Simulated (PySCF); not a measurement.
Ionisation energy of Zn²⁸⁺ by level of theory

Zn²⁸⁺ 1s2 (1S) → Zn²⁹⁺ 1s1 (2S), as a difference of total energies. Calculation: PySCF 2.14, in an uncontracted even-tempered set (17 s from 35 bohr⁻², ratio 2.2; 7 p from 53 bohr⁻², ratio 2.4; 4 d from 160 bohr⁻², ratio 2.4; 3 f from 240 bohr⁻², ratio 2.4; 3 g from 360 bohr⁻², ratio 2.4); the spin-free X2C one-electron Hamiltonian (Gaussian nucleus). Correlated levels: nothing frozen; virtual orbitals above 40 to 60 times the deepest correlated orbital energy dropped. The calculations carry no spin-orbit coupling.

| method | ionisation energy (eV) | difference from reference (eV) |
| --- | --- | --- |
| UHF | 11874.3 | +9.4 |
| LDA | 11844.0 | -20.9 |
| PBE | 11871.3 | +6.4 |
| PBE0 | 11872.3 | +7.4 |
| r2SCAN | 11876.1 | +11.2 |
| revPBE | 11875.0 | +10.1 |
| TPSSh | 11876.0 | +11.1 |
| MP2 (all electrons) | 11875.6 | +10.7 |
| SCS-MP2 (all electrons) | 11875.9 | +11.0 |

Reference: 11864.9 eV (theoretical estimate listed by NIST; NIST Atomic Spectra Database, ionization energies).
